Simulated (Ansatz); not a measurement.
Octafluorocyclobutane, C$_{4}$F$_{8}$, 12 atoms. Total charge 0; spin multiplicity 1. All runs use 4 threads of an AMD EPYC 7R13 on a shared host and a share of an NVIDIA H100 80 GB. Correlated methods freeze the cores. Open-shell runs search over several starts.

How many basis functions does each run have, and how long does it take in Ansatz? RKS PBE0-D4/def2-TZVP relaxation (5 steps); RHF-CCSD(T)/def2-SVP energy; UKS ωB97M-V/def2-TZVPP energy of the cation; RKS BHLYP-D4/def2-TZVPP energy; UKS B3LYP-D4/def2-TZVPP energy of the cation; direct RPA on PBE orbitals/def2-TZVPP energy; UKS PBE0-D4/def2-TZVPP energy of the cation; UKS B2PLYP (frozen core)/def2-TZVPP energy of the cation; RKS BLYP-D4/def2-TZVPP energy; RKS PBE0-D4/def2-QZVPP energy; UKS PBE-D4/def2-TZVPP energy of the cation; UHF-CCSD(T)/def2-TZVPP energy of the cation. (An estimate is asked.)

Computed: Other jobs shared the machine, so times are rough.

```csv
level,job,functions,wall time,peak host memory (GiB)
UKS B3LYP-D4/def2-TZVPP,energy of the cation,372,6 s,0.95
UKS PBE0-D4/def2-TZVPP,energy of the cation,372,7 s,0.95
UKS B2PLYP (frozen core)/def2-TZVPP,energy of the cation,372,7.5 s,1.9
RHF-CCSD(T)/def2-SVP,energy,168,7.5 s,0.79
direct RPA on PBE orbitals/def2-TZVPP,energy,372,9 s,1.8
RKS BLYP-D4/def2-TZVPP,energy,372,9 s,0.89
UKS PBE-D4/def2-TZVPP,energy of the cation,372,9 s,0.95
RKS BHLYP-D4/def2-TZVPP,energy,372,10 s,0.88
UKS ωB97M-V/def2-TZVPP,energy of the cation,372,10 s,1.2
RKS PBE0-D4/def2-QZVPP,energy,684,12 s,1.2
RKS PBE0-D4/def2-TZVP,relaxation (5 steps),372,15 s,1
UHF-CCSD(T)/def2-TZVPP,energy of the cation,372,6.7 min,2
```

B3LYP here is the variant with VWN-RPA as its local correlation; programs differ in this.
